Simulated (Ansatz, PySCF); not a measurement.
Molecule: BBr2, net charge 0, doublet state. It need not be the lowest isomer of its formula. SMILES: Br[B]Br
Geometry: optimised at B3LYP-D3(BJ)/def2-TZVP (Ansatz, a program for electronic structure).

Property: vertical ionisation energy (to the singlet state of charge +1; each state is the SCF solution reached for its spin), in eV. Valence correlation only, unless marked. UHF or UKS for open shells. Spin-orbit coupling is left out. Frozen are the shells of the preceding noble gas and the d and f shells that filled before the atom's block. Non-relativistic. Basis-set limits of correlation are two-point, X^-3; Hartree-Fock from the larger set. The bracket is a focal-point correction in the basis named.

| level | program | vertical ionisation energy (eV) |
|---|---|---|
| SVWN5/def2-TZVPD | Ansatz | 8.31 |
| PBE/def2-TZVPD | Ansatz | 8.27 |
| B3LYP/def2-TZVPD | Ansatz | 8.46 |
| PBE0/def2-TZVPD | Ansatz | 8.54 |
| BHLYP/def2-TZVPD | Ansatz | 8.61 |
| M06-2X/def2-TZVPD | PySCF | 8.58 |
| CAM-B3LYP/def2-TZVPD | Ansatz | 8.61 |
| wB97M-V/def2-TZVPD | Ansatz | [?] |
| wB97X-V/def2-TZVPD | Ansatz | [?] |
| B2PLYP/def2-TZVPD | Ansatz | 8.35 |
| SCS-MP2/aug-cc-pVTZ | Ansatz | 8.29 |
| CCSD/aug-cc-pVDZ | Ansatz | [?] |
| CCSD/aug-cc-pVTZ | Ansatz | [?] |
| RI-MP2/CBS(aug-cc-pVTZ,aug-cc-pVQZ)+[CCSD(T)-MP2]/aug-cc-pVTZ | Ansatz | 8.44 |

Task: What belongs in the gaps?

Result: 
- wB97M-V/def2-TZVPD, vertical ionisation energy (eV): 8.36
- wB97X-V/def2-TZVPD, vertical ionisation energy (eV): 8.53
- CCSD/aug-cc-pVDZ, vertical ionisation energy (eV): 8.37
- CCSD/aug-cc-pVTZ, vertical ionisation energy (eV): 8.45
